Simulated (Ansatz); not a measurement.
Energy needed to pull apart BSiH3Te (SMILES [SiH2]=B[TeH]), singlet, into free ground-state atoms, from the structure below (displaced at random from a GFN2-xTB minimum); no zero-point or spin–orbit terms; open-shell atoms are treated unrestricted, in their ground-state multiplicity.

```
6
angstrom
Si -0.4669 -0.8443 -0.9746
B 0.1521 0.2317 0.3191
Te 1.4192 0.8769 1.7982
H -1.5485 -1.8610 -0.7968
H -0.1993 -0.7668 -2.4110
H 0.6434 2.3511 2.0752
```

Ansatz 0.2.0; basis: def2-TZVPP; cores frozen in the correlated methods. Filled d shells of the heavier atoms are correlated. Core potentials replace the inner electrons of the atoms past krypton. The def2 sets are not built for correlating such inner shells, so the correlated values are less sure here. B3LYP uses VWN-RPA correlation.

| method | atomization energy (kJ/mol) |
| --- | --- |
| PBE-D4 | 1578 |
| revPBE-D4 | 1541 |
| r2SCAN-D4 | 1558 |
| PBE0-D4 | 1541 |
| B3LYP-D4 | 1545 |
| wB97M-V | ? |
| HF | 1045 |
| MP2 | ? |
| CCSD | 1453 |
| CCSD(T) | 1494 |

Q: What does wB97M-V give? (An estimate is asked for; the value comes from the calculation.)

A: Computed: 1523 kJ/mol, which is about 29 kJ/mol more than CCSD(T)/def2-TZVPP.

Q: What does MP2 give? (Judge from chemistry; the value comes from the calculation.)

A: Computed: 1493 kJ/mol, which is about 1 kJ/mol less than CCSD(T)/def2-TZVPP.

In triple zeta the MP2 and coupled-cluster atomization energies are still short of their basis limit by a few kcal/mol a bond, whereas those of the functionals are nearly converged, so these differences are not deviations from converged CCSD(T).

No T1 diagnostic of these runs exceeds 0.019. The restricted Hartree–Fock reference is unstable towards an unrestricted one here.

For scale, one of the runs: CCSD(T)/def2-TZVPP forces, 165 basis functions (an equivalent command: `ansatz run in.yaml --threads 4`). The run took 98 s on 4 CPU threads (shared host), with 2.6 GiB of host memory at its peak.
